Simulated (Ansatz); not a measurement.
`[CH3][Ge]1([CH3])[CH]=CC=[C]1[C]1=CC=[C]([C]2=CC=[CH][Ge]2([CH3])[CH3])[Ge]1([CH3])[CH3]` with charge +1. The state is a doublet with charge 1. Geometry PBE-D4/def2-SVP, that of the neutral singlet; atoms count from 1.

Cartesian coordinates in Å:
```
C -3.701 -2.519 -2.181
Ge -3.344 -0.649 -2.685
C -2.325 -0.556 -4.367
C -4.925 0.507 -2.642
C -4.715 1.445 -1.670
C -3.461 1.406 -0.916
C -2.538 0.421 -1.218
C -1.273 0.243 -0.582
C -0.347 -0.746 -0.885
C 0.896 -0.797 -0.149
C 1.135 0.144 0.844
C 2.309 0.221 1.651
C 2.547 1.158 2.640
C 3.810 1.094 3.376
C 4.705 0.110 3.057
Ge 3.914 -0.949 1.611
C 4.904 -0.855 -0.088
C 3.529 -2.817 2.099
Ge -0.467 1.310 0.881
C -1.471 1.209 2.570
C -0.092 3.175 0.377
H -2.747 -3.065 -2.042
H -4.289 -3.029 -2.969
H -4.269 -2.552 -1.232
H -1.354 -1.078 -4.254
H -2.130 0.500 -4.632
H -2.890 -1.034 -5.192
H -5.844 0.479 -3.246
H -5.455 2.230 -1.431
H -3.277 2.157 -0.127
H -0.539 -1.494 -1.676
H 1.634 -1.584 -0.389
H 1.813 1.948 2.886
H 4.004 1.840 4.167
H 5.672 0.004 3.570
H 5.107 0.201 -0.349
H 4.307 -1.312 -0.903
H 5.867 -1.397 -0.009
H 2.969 -2.850 3.053
H 2.917 -3.299 1.311
H 4.470 -3.391 2.216
H -0.892 1.672 3.393
H -2.441 1.737 2.476
H -1.667 0.150 2.826
H -1.038 3.737 0.245
H 0.512 3.673 1.160
H 0.471 3.199 -0.575
```

Single mean-field runs in def2-TZVP are fitted with def2-universal-jkfit. The charge 1 doublet is spin-contaminated (final ⟨S²⟩ up to 0.83, 0.75 for a pure state).

Q: Estimate the Mulliken populations of the heavy atoms from the PBE0/def2-TZVP orbitals of Ansatz.

A: 
```
atom  charge (e)  spin (α − β)
  C1       -0.44          0.00
 Ge2        0.32         -0.01
  C3       -0.44          0.00
  C4       -0.22          0.28
  C5       -0.13         -0.11
  C6       -0.03          0.25
  C7       -0.13         -0.07
  C8        0.01          0.16
  C9       -0.10          0.03
 C10       -0.10          0.03
 C11        0.01          0.16
 C12       -0.13         -0.07
 C13       -0.03          0.25
 C14       -0.13         -0.11
 C15       -0.22          0.28
Ge16        0.32         -0.01
 C17       -0.44          0.00
 C18       -0.44          0.00
Ge19        0.18         -0.01
 C20       -0.42          0.00
 C21       -0.42          0.00
```
Mulliken values and Mayer orders depend strongly on the basis.

Q: Where does the spin sit?

A: Summed by element: C 1.07, Ge -0.02, H -0.05, of 1 unpaired in all. Largest on single atoms: C15 0.28, C4 0.28, C13 0.25.

Q: And the Mayer bond orders between bonded heavy atoms (over 0.3)?

A: C1–Ge2 0.97 (1.97 Å); Ge2–C3 0.97 (1.97 Å); Ge2–C4 0.92 (1.96 Å); Ge2–C7 0.84 (1.99 Å); C4–C5 1.70 (1.37 Å); C5–C6 1.17 (1.46 Å); C6–C7 1.53 (1.38 Å); C7–C8 1.30 (1.43 Å); C8–C9 1.49 (1.39 Å); C8–Ge19 0.87 (1.98 Å); C9–C10 1.31 (1.45 Å); C10–C11 1.49 (1.39 Å); C11–C12 1.30 (1.43 Å); C11–Ge19 0.87 (1.98 Å); C12–C13 1.53 (1.38 Å); C12–Ge16 0.84 (1.99 Å); C13–C14 1.17 (1.46 Å); C14–C15 1.70 (1.37 Å); C15–Ge16 0.92 (1.96 Å); Ge16–C17 0.97 (1.97 Å); Ge16–C18 0.97 (1.97 Å); Ge19–C20 0.98 (1.97 Å); Ge19–C21 0.98 (1.97 Å).
